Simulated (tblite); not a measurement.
Species: C₈H₅ (doublet state).
Geometry (GFN2-xTB, Å), atoms numbered from 1 in this order:
```
atom  x, y, z in Å
C1    -4.8678    0.0386    1.1049
C2    -3.8306   -0.1483    0.4877
C3    -2.5502    0.0532    0.0847
C4    -1.4173    0.2262   -0.3123
C5    -0.0628    0.3524   -0.7819
C6     0.9333   -0.3427    0.1653
C7     2.2860   -0.1965   -0.3299
C8     3.3875   -0.0565   -0.7752
H9     0.0165   -0.0859   -1.7825
H10    0.1865    1.4160   -0.8631
H11    0.6902   -1.4064    0.2427
H12    0.8618    0.0970    1.1643
H13    4.3627    0.0535   -1.1449
```

The geometry is computed with GFN2-xTB (gas phase). This method treats the open shell by occupation alone, without spin polarisation.

Masses are those of the commonest isotopes; rigid-rotor values at the optimised geometry. The values belong to one conformer with, in the numbering `[C:1]#[C:2][C:3]#[C:4][CH2:5][CH2:6][C:7]#[CH:8]`, C4–C5–C6–C7 180°.

(1) What are A, B and C (cm⁻¹)?

(2) Classify the top.

(3) What does the inertial defect say?

(4) Give the other two planar moments, Paa and Pbb, and the rms extents of the mass along the axes.

(5) Where do the levels up to J = 3 lie, in MHz?

(6) Estimate the classical rotational partition function at 10 K, 100 K and 298.15 K.

Answers

(1) Ia = 25.94, Ib = 776.71, Ic = 794.67 u·Å²; 505379 MHz·u·Å²/I gives 19482, 650.7 and 636.0 MHz, that is A = 0.64985, B = 0.02170, C = 0.02121 cm⁻¹.

(2) A near-prolate asymmetric top: κ = (2 × 650.7 − 19482 − 636.0)/(19482 − 636.0) = -1.00.

(3) Not planar: Δ = Ic − Ia − Ib = -7.99 u·Å². For a rigid frame Δ = −2 Σ m c², so Σ m c² = 3.99 u·Å² lies off the ab plane: 3.17 from hydrogen and 0.83 from heavier atoms. The atom farthest from that plane is 0.96 Å away.

(4) Paa = Σ m a² = (Ib + Ic − Ia)/2 = 772.72 and Pbb = Σ m b² = (Ia + Ic − Ib)/2 = 21.95 u·Å². With the mass M = 101.04 u, the rms extents √(P/M) along a, b and c are 2.77, 0.47, 0.20 Å.

(5) Above 0(0,0):
J = 1: 1(0,1) 1287, 1(1,1) 20118, 1(1,0) 20133
J = 2: 2(0,2) 3860, 2(1,2) 22677, 2(1,1) 22721, 2(2,1) 79215, 2(2,0) 79215
J = 3: 3(0,3) 7720, 3(1,3) 26514, 3(1,2) 26603, 3(2,2) 83074, 3(2,1) 83075, 3(3,1) 177268, 3(3,0) 177268
The levels of one J sum to (2J + 1)J(J + 1)(A + B + C)/3.

(6) Point group C1, symmetry number σ = 1; q = (√π/σ)·√((kT/h)³/(ABC)), k/h = 20836.6 MHz/K: 1880 at 10 K, 59400 at 100 K, 306000 at 298.15 K.

For this open shell read J as N, the rotation without spin; fine and hyperfine splittings come on top. Its GFN2-xTB frequencies are all real (lowest 44 cm⁻¹). No vibrational averaging or centrifugal distortion is included, and the geometry carries the error of its method.
